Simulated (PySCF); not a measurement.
Species: C3H5F3S.
SMILES: `C[C@@H](S)C(F)(F)F`

A PySCF run (density fitting, gas phase, GFN2-xTB geometry) gave HOMO -7.21 eV, LUMO 0.65 eV, dipole 1.92 D and E = -814.529 Eh.

**Question.** Which of these levels was it?
A. X3LYP/cc-pVDZ
B. BLYP/pcSseg-1
C. PBE0/cc-pVDZ

**Answer.** C. It is PBE0/cc-pVDZ. All candidates on this geometry:

```
                                        level and settings           kind  basis functions  SCF cycles     E (Eh)  HOMO (eV)  LUMO (eV)  dipole (D)
                                             BLYP/pcSseg-1            GGA              151          14  -814.9323      -5.89      -0.48        1.88
                               X3LYP/cc-pVDZ, grid level 3  global hybrid              127          13  -814.9038      -6.96       0.54        1.86
PBE0/cc-pVDZ, grid level 1, fitting basis def2-qzvpp-jkfit  global hybrid              127          10  -814.5286      -7.21       0.65        1.92
```

The nearest other candidate, by the summed differences of HOMO and LUMO, is X3LYP/cc-pVDZ: its HOMO differs by +0.25 eV and its LUMO by -0.11 eV. Cycle counts include a coarse-grid stage where the run had one.

The values belong to the conformer `[CH3:1][C@@H:2]([SH:3])[C:4]([F:5])([F:6])[F:7]`: C1–C2–C4–F5 179°, H–S3–C2–C1 60°.
